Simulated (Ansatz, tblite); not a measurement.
Forces on (BeTe)4 cube (Be₄Te₄) at its PBE-D4/def2-SVP geometry. Total charge 0; singlet.

In the def2 sets Te takes a core potential; there is no spin–orbit coupling. The xTB rows come from tblite.

GFN1-xTB (tblite), largest force 1.25 eV/Å:

```xyz
8
positions Å, forces eV/Å
Be    0.935    1.180   -0.183    0.773    0.974   -0.151
Te   -1.312    2.036   -0.324    0.138   -0.215    0.034
Be   -0.878    0.234    1.214   -0.727    0.194    1.003
Te    1.403    0.243    1.986   -0.148   -0.026   -0.210
Be    0.814   -1.263    0.201    0.674   -1.043    0.166
Te    1.416   -0.377   -1.956   -0.149    0.040    0.207
Be   -0.871   -0.151   -1.232   -0.721   -0.125   -1.018
Te   -1.506   -1.902    0.294    0.159    0.201   -0.031
```

GFN2-xTB (tblite), largest force 0.49 eV/Å:

```
Be -0.174 -0.221 0.034
Te -0.261 0.404 -0.064
Be 0.164 -0.044 -0.227
Te 0.279 0.048 0.394
Be -0.152 0.236 -0.038
Te 0.281 -0.075 -0.388
Be 0.162 0.028 0.231
Te -0.299 -0.377 0.058
```

PBE0-D4/def2-TZVP (Ansatz), largest force 0.35 eV/Å:

```
Be -0.113 -0.144 0.022
Te 0.187 -0.291 0.046
Be 0.106 -0.028 -0.148
Te -0.201 -0.035 -0.285
Be -0.098 0.154 -0.024
Te -0.202 0.054 0.280
Be 0.105 0.018 0.150
Te 0.215 0.272 -0.042
```
